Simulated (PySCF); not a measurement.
**Tb(40+): ionisation energy**

Tb(40+) [Ar] 3d7 (4F) → Tb(41+) [Ar] 3d6 (5D), as a difference of total energies. All numbers are calculated (PySCF 2.14, the spin-free X2C one-electron Hamiltonian (Gaussian nucleus), in an even-tempered Gaussian basis (18 s from 7.3 bohr⁻², ratio 2.5; 13 p from 9.5 bohr⁻², ratio 2.5; 8 d from 9.5 bohr⁻², ratio 2.5; 4 f from 40 bohr⁻², ratio 2.7; 3 g from 60 bohr⁻², ratio 2.7)). Correlated levels: outer shells: [Ne] frozen; virtual orbitals above 40 to 60 times the deepest correlated orbital energy dropped. The calculations carry no spin-orbit coupling.

```tsv
method	ionisation energy (eV)
UHF	3084.8
LDA	3084.7
PBE	3085.5
PBE0	3085.9
r2SCAN	3087.2
BP86	3086.3
M06-2X	3085.2
MP2 (outer shells)	3085.9
SCS-MP2 (outer shells)	3086.1
```

Spin-orbit coupling is strong in these open shells (close to jj coupling). The scalar numbers leave it out and a first-order estimate fails, so it can dominate the gap to the real levels.

Breit and QED terms and the two-electron picture change are absent.

For comparison: 3078 ± 4 eV (theoretical estimate listed by NIST; NIST Atomic Spectra Database, ionization energies).
